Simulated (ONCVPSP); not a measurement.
**How hard is this Cu ONCV potential?**

Cu (Z = 29), optimised norm-conserving Vanderbilt (ONCV), made with ONCVPSP 4.0.1 (PBE, non-relativistic). Core [Ne], reference 3s2 3p6 3d10 4s0.5 (charge +0.5). Waves: 3s+4s: rc 1.35 bohr, ncon 4, nbas 8, qcut 7 1/bohr, 2 projectors; 3p: rc 0.70 bohr, ncon 4, nbas 7, qcut 13.3 1/bohr, 1 projector; 3d: rc 1.20 bohr, ncon 4, nbas 9, qcut 13.3 1/bohr, 2 projectors, debl 0.6 Ha. Local part: polynomial inside 0.50 bohr (lpopt 4, dvloc0 6 Ha). Core correction: none.

**Question.** For each optimised wave give the share of its norm inside rc, the residual kinetic energy above qcut (Ha) and the cutoffs (Ha) for errors of 10, 1, 0.1 and 0.01 mHa per electron.

**Answer.**

```csv
wave,norm inside rc,residual KE,10 mHa,1 mHa,0.1 mHa,0.01 mHa
3s,0.973,1.4e-05,12.8,16.2,19.3,41.8
4s,0.052,6.3e-05,8.6,12.3,19.9,83.0
3p,0.481,7.1e-04,37.7,83.8,242.5,301.7
3d,0.713,5.5e-06,58.8,69.5,77.8,85.8
d projector 2,0.052,4.3e-07,46.3,60.4,71.2,79.2
```

The occupied waves need 84 Ha and 243 Ha for 1 and 0.1 mHa.
